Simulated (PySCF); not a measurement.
disiloxane (H₆OSi₂), SMILES [SiH3]O[SiH3]. Atoms are numbered in the order given.

```xyz
9

Si     1.5880     0.0000     0.0697
O      0.0000     0.0000    -0.3995
Si    -1.5880     0.0000     0.0697
H      2.4403     0.0000    -1.1518
H      1.8877    -1.2152     0.8867
H      1.8877     1.2152     0.8867
H     -1.8877     1.2152     0.8867
H     -2.4403     0.0000    -1.1518
H     -1.8877    -1.2152     0.8867
```
Charge 0, spin multiplicity 1.

Geometry optimised at PBE0-D3(BJ)/def2-SVP.

Computed with PBE/pcJ-1 (PySCF).

Isotropic couplings with Fermi-contact, spin-dipole and both spin-orbit terms, one fixed conformer, no vibrational averaging. Isotopes: 1H, 29Si.

Computed spin–spin coupling constants:
| pair | bonds apart | J (Hz) |
|---|---|---|
| Si1–H4 | 1 | -226.8 |
| Si1–H5 | 1 | -208.2 |
| Si1–H6 | 1 | -208.2 |
| Si3–H7 | 1 | -208.2 |
| Si3–H8 | 1 | -226.8 |
| Si3–H9 | 1 | -208.2 |
| Si1–Si3 | 2 | -1.8 |
| H4–H5 | 2 | 11.8 |
| H4–H6 | 2 | 11.8 |
| H5–H6 | 2 | 12.0 |
| H7–H8 | 2 | 11.8 |
| H7–H9 | 2 | 12.0 |
| H8–H9 | 2 | 11.8 |
| Si1–H7 | 3 | 0.3 |
| Si1–H8 | 3 | -7.5 |
| Si1–H9 | 3 | 0.3 |
| Si3–H4 | 3 | -7.5 |
| Si3–H5 | 3 | 0.3 |
| Si3–H6 | 3 | 0.3 |
| H4–H7 | 4 | -0.4 |
| H4–H8 | 4 | -0.6 |
| H4–H9 | 4 | -0.4 |
| H5–H8 | 4 | -0.4 |
| H5–H9 | 4 | 0.5 |
| H6–H7 | 4 | 0.5 |
| H6–H8 | 4 | -0.4 |
